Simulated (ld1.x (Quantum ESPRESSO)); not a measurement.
Ti, ultrasoft: configuration errors across variants

```
Element                 : titanium
Generator               : ld1.x (Quantum ESPRESSO) 7.5
Type                    : ultrasoft
Functional              : PW91
Relativity              : scalar-relativistic
Frozen core             : [Ar]
Valence charge          : 4
Reference configuration : 3d2 4s1 4p1
Partial waves           : 4s (bound): rcut 2.60, rcutus 2.90 bohr; 4s channel at 3.7 Ry: rcut 2.60, rcutus 2.90 bohr; 4p (bound): rcut 3.15, rcutus 3.65 bohr; 4p channel at 1.7 Ry: rcut 3.15, rcutus 3.65 bohr; 3d (bound): rcut 1.75, rcutus 2.25 bohr; 3d channel at 1.1 Ry: rcut 1.75, rcutus 2.25 bohr
Local potential         : all-electron potential smoothed inside 2.25 bohr (lloc = -1)
Core correction         : a·sin(br)/r model core inside 2.35 bohr
Augmentation charge     : PSQ, radius 1.85 bohr
```

All-electron excitation energies from the reference (eV): (1) 3d2 4s2 4p0 -3.089; (2) 3d2 4s1 4p0 4.303; (3) 3d2 4s0 4p0 17.896; (4) 3d1 4s2 4p1 1.622.

Errors AE − PS in meV (a dash: test not solved or not reliable):

```tsv
change	(1)	(2)	(3)	(4)	bound ghosts
base	+1.9	+0.4	+33	+301	none
wave 4p channel at 1.7 Ry: rcut 3.15, rcutus 3.65 bohr becomes 4p channel at -0.19 Ry: rcut 3.15, rcutus 3.65 bohr	+1.9	+0.4	+33	+300	none
wave 4p channel at 1.7 Ry: rcut 3.15, rcutus 3.65 bohr becomes 4p channel at -0.09 Ry: rcut 3.15, rcutus 3.65 bohr	+1.9	+0.4	+33	+300	none
wave 4p channel at 1.7 Ry: rcut 3.15, rcutus 3.65 bohr becomes 4p channel at -0.02 Ry: rcut 3.15, rcutus 3.65 bohr	+1.9	+0.4	+33	+300	none
wave 4p channel at 1.7 Ry: rcut 3.15, rcutus 3.65 bohr becomes 4p channel at 0.16 Ry: rcut 3.15, rcutus 3.65 bohr	+1.9	+0.4	+33	+300	none
wave 4p channel at 1.7 Ry: rcut 3.15, rcutus 3.65 bohr becomes 4p channel at 0.87 Ry: rcut 3.15, rcutus 3.65 bohr	+1.9	+0.4	+33	+300	none
wave 4p channel at 1.7 Ry: rcut 3.15, rcutus 3.65 bohr becomes 4p channel at 1.51 Ry: rcut 3.15, rcutus 3.65 bohr	+1.9	+0.4	+33	+301	none
wave 4p channel at 1.7 Ry: rcut 3.15, rcutus 3.65 bohr becomes 4p channel at 2.34 Ry: rcut 3.15, rcutus 3.65 bohr	+1.9	+0.4	+33	+302	none
wave 4p channel at 1.7 Ry: rcut 3.15, rcutus 3.65 bohr becomes 4p channel at 3.7 Ry: rcut 3.15, rcutus 3.65 bohr	+1.9	+0.4	+33	+304	none
wave 4p channel at 1.7 Ry: rcut 3.15, rcutus 3.65 bohr becomes 4p channel at 6.18 Ry: rcut 3.15, rcutus 3.65 bohr	+1.9	+0.4	+33	+318	none
```

**Question.** Give the same row for: wave 4p channel at 1.7 Ry: rcut 3.15, rcutus 3.65 bohr becomes 4p channel at 0.51 Ry: rcut 3.15, rcutus 3.65 bohr.

**Answer.** +1.9, +0.4, +33, +300; bound ghosts: none.
